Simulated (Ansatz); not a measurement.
## How methods differ on AlClF2 (SMILES [F][Al]([F])[Cl])

The species is AlClF2 (4 atoms), meant as a singlet with charge 0. SMILES: `[F][Al]([F])[Cl]`. Geometry: relaxed at PBE0-D4/def2-TZVP.

```xyz
4

F     0.9972    0.7218    1.1496
Al    0.0693   -0.0508    0.0536
F     0.2735   -1.6538   -0.1647
Cl   -1.3400    0.9828   -1.0386
```

Quantity: the energy change with the Al2–Cl4 bond stretched from 2.061 to 2.576 Å, in eV. The values are calculated.

```tsv
level	kind	program	value (eV)	less FCI/STO-3G	CPU time (all runs)
HF/STO-3G (restricted)	Hartree–Fock	Ansatz	1.84	+0.28	0.3 s
SVWN5/STO-3G (restricted)	LDA	Ansatz	1.43	-0.13	1.6 s
revPBE/STO-3G (restricted)	GGA	Ansatz	1.20	-0.36	2.5 s
r2SCAN/STO-3G (restricted)	meta-GGA	Ansatz	1.39	-0.17	6 s
PBE0/STO-3G (restricted)	global hybrid	Ansatz	1.49	-0.07	2.5 s
wB97X/STO-3G (restricted)	range-separated hybrid	Ansatz	1.57	+0.01	11 s
B2PLYP/STO-3G (restricted)	double hybrid	Ansatz	1.50	-0.06	3.5 s
RPA@PBE/STO-3G (restricted)	RPA	Ansatz	1.31	-0.25	3.8 s
BCCD(T)/STO-3G (restricted)	coupled cluster or CI	Ansatz	1.57	+0.01	0.56 s
FCI/STO-3G	exact in the basis	Ansatz	1.56	0.00	20 s
```

FCI/STO-3G is exact within its basis and frozen core, so for wave-function methods in that basis the difference is their error; functionals converge differently with the basis, so for them it is only a difference. The first shape isn't each level's own minimum. The values span 1.20 to 1.84 eV. All rows use very small basis sets, so none should be taken for the real molecule's value. Times are those of the runs behind each value, whatever else they computed, on shared processors of several kinds: orders of magnitude only.
